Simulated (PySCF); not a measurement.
Calculation: PySCF with PBE-D3(BJ)/def2-TZVP // B3LYP-D3(BJ)/def2-TZVP. Gas-phase values, no solvent. One relaxed conformer stands for a flexible species; it need not be the lowest. Excitations are Tamm–Dancoff values on a coarser integration grid. The basis has no diffuse functions, so Rydberg states are missing or too high.

Reference species (SMILES): `[H]/B=B/O` (B–B–O–H torsion 180°) (neutral, multiplicity 1).

| Property | Result |
|---|---|
| LUMO | -4.51 eV |
| S1–T1 gap (TDA) | 0.19 eV |
| T1 excitation (TDA) | 2.92 eV |
| HOMO–LUMO gap | -0.64 eV |

Changed species: `B1BO1`.

Question: What does the change do to the LUMO, S1–T1 gap (TDA), T1 excitation (TDA) and HOMO–LUMO gap?

Answer: the LUMO rises by 1.84 eV, to -2.67 eV; the S1–T1 gap (TDA) goes up by 0.86 eV, to 1.05 eV; the T1 excitation (TDA) rises by 0.05 eV, to 2.97 eV; the HOMO–LUMO gap rises by 4.20 eV, to 3.56 eV.
